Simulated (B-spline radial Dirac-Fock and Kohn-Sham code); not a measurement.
# Atomic SCF run for V

ΔSCF core binding energies without Breit or QED terms, calculated with an atomic code on a B-spline grid. Keys: rel is the Hamiltonian (dirac, or spin-free x2c and nr, where L3 and M5 stand for the whole 2p and 3d shells), method is hf or an exchange,correlation pair (spin-unpolarised, also for the hole states), nuc the nuclear model, radius_factor scales its radius, rmax is the box in bohr, h the logarithmic mesh step, order the B-spline order, points the quadrature points per cell, c_factor scales the speed of light, and damp, ndamp, maxit and tol steer the iteration. The run stops when the commutator error falls below 10·tol·max(1, Z/10), or the numerical noise floor, and the energy has settled to about 1e-8 Ha; the virial ratio is −V/T.

Input (task.json):

```json
{"items": [{"Z": 23, "q": 0, "cfg": [[1, 0, 2], [2, 0, 2], [2, 1, 6], [3, 0, 2], [3, 1, 6], [3, 2, 3], [4, 0, 2]], "A": 51, "rrms": 3.6002, "do": "settings", "holes": ["K", "L3", "M5"],
  "settings": [{"rel": "dirac", "method": "hf", "nuc": "sphere", "radius_factor": 1.0, "rmax": 45.0, "h": 0.3, "order": 8, "points": 10, "c_factor": 1.0, "maxit": 60, "damp": 0.5, "ndamp": 3, "tol": 1e-08}]}]}
```

Command: `python xray2_run.py task.json out`

Ground-state iterations:

```
iter   energy (Ha)        error
   1     -942.66071881  8.53e-01
   2     -946.05951496  2.96e-01
   3     -947.96669171  8.61e-02
   4     -948.16036274  3.87e-02
   5     -948.18337076  1.21e-02
   6     -948.18798419  4.05e-03
   7     -948.18864579  1.81e-03
   8     -948.18873611  3.23e-04
   9     -948.18874049  3.70e-05
  10     -948.18874059  5.37e-06
  11     -948.18874059  7.57e-07
  12     -948.18874059  7.13e-08
```

The ground state converged in 12 iterations, with total energy -948.18874 Ha, virial ratio 1.98862 and highest orbital energy -6.38 eV. ΔSCF binding energies: K (1s) 5484.3 eV, L3 (2p3/2) 526.3 eV. Holes are computed only in closed shells, and unreliable hole states are left out.
